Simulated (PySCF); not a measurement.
Removal energies of Rb¹⁹⁺ from EOM-IP-GCCSD

Reference: closed-shell Rb¹⁹⁺, [Ar]; one electron is removed. Calculated with PySCF 2.14, two-component X2C-1e with screened spin-orbit coupling, an even-tempered Gaussian basis (19 s from 0.67 bohr⁻², ratio 2.6; 14 p from 0.87 bohr⁻², ratio 2.6; 6 d from 0.89 bohr⁻², ratio 2.8; 3 f from 20 bohr⁻², ratio 2.8); frozen [Ne]; the 64 highest virtual spinors dropped; of the others 50 kept and the rest restored at second order. No Breit or QED terms. Binding energies in eV.

```tsv
level	Koopmans	second order	EOM-CCSD
3s1/2	947.49	937.76	933.13
3p1/2	870.74	870.77	870.89
3p3/2	857.82	857.99	858.16
```

In EOM-CCSD the overlap with the one-orbital guess is low for 3s1/2 (weight 0.77). That can mean mixing with two-hole, one-particle states, where second order and EOM-CCSD lose accuracy, or only a rotation among the degenerate components of the shell; the terms of those configurations are not listed.

For comparison, the ionisation energy of Rb¹⁹⁺ is 857 ± 3 eV (semi-empirical (NIST evaluation); NIST Atomic Spectra Database, ionization energies).
